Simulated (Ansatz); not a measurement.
Consider the ligand exchange at the Si–C bond: `O/C=C(\Cl)[SiH2]O` + `C=C[SiH2]N` → `C=C[SiH2]N[SiH2]O` + `O/C=C\Cl`.

Program: Ansatz. Geometries: PBE0-D4/def2-TZVP. ΔE: electronic, gas phase. CCSD(T)/CBS adds triple-zeta CCSD(T) − MP2 to the extrapolated MP2 energy (def2 sets, frozen cores). Double bonds are as drawn, so ΔE can hold a change between cis and trans. DFT in def2-TZVPP. B3LYP here is the variant with VWN-RPA as its local correlation; programs differ in this. One conformer a species, not always the lowest.

`O/C=C(\Cl)[SiH2]O`:

Cartesian coordinates in Å:
```
O -0.746 2.105 -1.597
C -0.831 0.994 -0.866
C 0.122 0.470 -0.086
Cl 1.655 1.315 -0.022
Si -0.062 -1.068 0.921
O 0.897 -2.300 0.405
H 0.139 2.480 -1.475
H -1.797 0.508 -0.950
H 0.250 -0.740 2.336
H -1.462 -1.523 0.754
H 1.837 -2.240 0.579
```

`C=C[SiH2]N`:

Cartesian coordinates in Å:
```
C -1.753 0.256 -0.156
C -0.931 -0.272 0.747
Si 0.918 -0.349 0.517
N 1.491 0.319 -0.955
H -2.830 0.297 -0.014
H -1.375 0.674 -1.085
H -1.365 -0.677 1.662
H 1.338 -1.776 0.566
H 1.562 0.389 1.638
H 1.547 1.314 -1.094
H 1.398 -0.174 -1.827
```

`C=C[SiH2]N[SiH2]O`:

Cartesian coordinates in Å:
```
C 0.496 -0.832 2.233
C 0.042 -1.322 1.081
Si 0.832 -0.928 -0.562
N -0.213 0.002 -1.578
Si -0.745 1.615 -1.292
O -0.653 1.919 0.320
H 0.033 -1.062 3.189
H 1.364 -0.177 2.267
H -0.832 -1.973 1.109
H 2.086 -0.187 -0.259
H 1.137 -2.188 -1.292
H -0.605 -0.476 -2.375
H 0.115 2.656 -1.905
H -2.122 1.734 -1.848
H -0.935 1.218 0.913
```

`O/C=C\Cl`:

Z-matrix (Å, degrees):
```
C
C 1 1.329
O 1 1.339 2 126.4
H 1 1.083 2 120.5 3 180.0
Cl 2 1.727 1 120.6 3 -0.0
H 2 1.078 1 123.5 3 -180.0
H 3 0.968 1 108.3 2 -0.0
```

```tsv
level	ΔE (kcal/mol)	difference from CCSD(T)/CBS
PBE-D4	-11.3	1.9
r2SCAN-D4	-12.6	0.6
PBE0-D4	-12.3	0.9
B3LYP-D4	-13.1	0.1
ωB97X-V	-13.1	0.1
ωB97M-V	-13.2	0.0
B2PLYP	-12.8	0.4
PBE	-10.7	2.5
r2SCAN	-12.3	0.9
PBE0	-11.8	1.4
B3LYP	-12.2	1.0
HF/def2-TZVPP	-14.3	-1.1
MP2/def2-TZVPP	-13.4	-0.2
SCS-MP2/def2-TZVPP	-13.7	-0.5
CCSD/def2-TZVPP	-13.8	-0.6
CCSD(T)/def2-TZVPP	-13.5	-0.3
HF/def2-QZVPP	-14.4	-1.2
MP2/def2-QZVPP	-13.3	-0.1
SCS-MP2/def2-QZVPP	-13.6	-0.4
HF/CBS(def2)	-14.5	-1.3
MP2/CBS(def2)	-13.1	0.1
CCSD/CBS(def2)	-13.6	-0.4
CCSD(T)/CBS	-13.2	0
```

Largest T1 diagnostic among the species: 0.013.

From PBE to PBE0 (25 % exact exchange), in def2-TZVPP and without D4, ΔE moves by −1.0 kcal/mol. In def2-TZVPP, CCSD(T) changes the Hartree–Fock value by +0.8 kcal/mol (the triples alone add +0.3 kcal/mol) and MP2 by +0.9 kcal/mol.
